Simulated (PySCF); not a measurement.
## Dipole response of Te⁺ (tellurium, charge +1)

[Kr] 4d10 5s1 5p3 6s1, high-spin 6S determinant (an excited configuration). Computed with PySCF 2.14 in aug-cc-pwCVTZ-DK3 (10s9p7d4f1g, 109 functions), with scalar relativity by spin-free X2C-1e. Coupled (time-dependent) response in atomic units; α is the mean over directions.

| method | mean α (bohr³) | C₆ (like pair) | S(−4) |
| --- | --- | --- | --- |
| UHF | 239.6 | 3353 | 45930 |
| PBE | 186.3 | 2382 | 27070 |
| PBE0 | 204.4 | 2703 | 32840 |

S(−4) is the Cauchy moment in α(ω) = α(0) + S(−4) ω² + …

α(iu) at UHF:

```tsv
u (hartree)	α(iu) (bohr³)
0	239.6
0.0500	163.4
0.100	87.74
0.200	36.83
0.300	22.34
0.500	12.21
0.750	7.398
1.00	5.100
1.50	3.002
2.00	2.068
3.00	1.213
5.00	0.5840
```

For an ion, C₆ is the dispersion term alone; charge-induced terms of lower order in 1/R come first.

The outer electron is Rydberg-like, and this basis confines it to a smaller radius and binds it less than a complete one would.
